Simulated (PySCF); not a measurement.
# SMILES C1=CC=CB([N+]#[C-])N1[O-], [C$_{5}$H$_{4}$BN$_{2}$O]-, charge -1

Cartesian coordinates in Å; atom numbers follow the order of the lines, from 1:
```xyz
13

C     3.9795    1.0026   -0.4316
N     2.8286    0.8270   -0.2813
B     1.3972    0.5631   -0.0944
C     0.8058   -0.8039   -0.0242
C    -0.5725   -0.9430    0.1564
C    -1.3742    0.1966    0.2683
C    -0.8200    1.4726    0.2026
N     0.5059    1.7204    0.0294
O     0.9162    2.9325   -0.0175
H     1.4195   -1.7078   -0.1103
H    -1.0434   -1.9324    0.2126
H    -2.4554    0.1137    0.4103
H    -1.4132    2.3872    0.2861
```

Total charge -1.

Computed, not measured: PySCF, TDDFT CAM-B3LYP/aug-cc-pVDZ excited states, vertical, gas phase. Geometry: PBE0-D3(BJ)/def2-SVP.

For a gas-phase anion, states above the detachment energy (about 2.3 eV, taken as minus the energy of the highest occupied orbital) lie in the continuum and depend on the basis.

Task: How strongly do the lowest singlets absorb one photon, and two photons of half the energy?

Result: δ for parallel linear polarisation; σ at the peak of a Lorentzian of half width 0.1 eV, single beam; Ω is circular over linear.
| state | E (eV) | f | photon λ (nm) | δ (au) | σ (GM) | Ω | main |
| --- | --- | --- | --- | --- | --- | --- | --- |
| S1 | 3.28 | 0.004 | 755 | 227 | 0.90 | 1.50 | HOMO→LUMO 0.89 |
| S2 | 3.67 | 0.001 | 677 | 123 | 0.61 | 1.50 | HOMO→LUMO+1 0.81 |
| S3 | 3.86 | 0.114 | 643 | 69.6 | 0.38 | 0.74 | HOMO→LUMO+4 0.64, HOMO→LUMO+8 0.19 |
| S4 | 3.92 | 0.001 | 633 | 418 | 2.35 | 1.50 | HOMO→LUMO+2 0.68, HOMO→LUMO+1 0.09 |
| S5 | 4.09 | 0.102 | 607 | 122 | 0.75 | 1.35 | HOMO→LUMO+8 0.54, HOMO→LUMO+6 0.29 |
| S6 | 4.29 | 0.002 | 579 | 24.4 | 0.16 | 1.50 | HOMO→LUMO+3 0.51, HOMO−1→LUMO+6 0.17 |

Among these, the strongest one-photon state is S3, the strongest two-photon state S4.
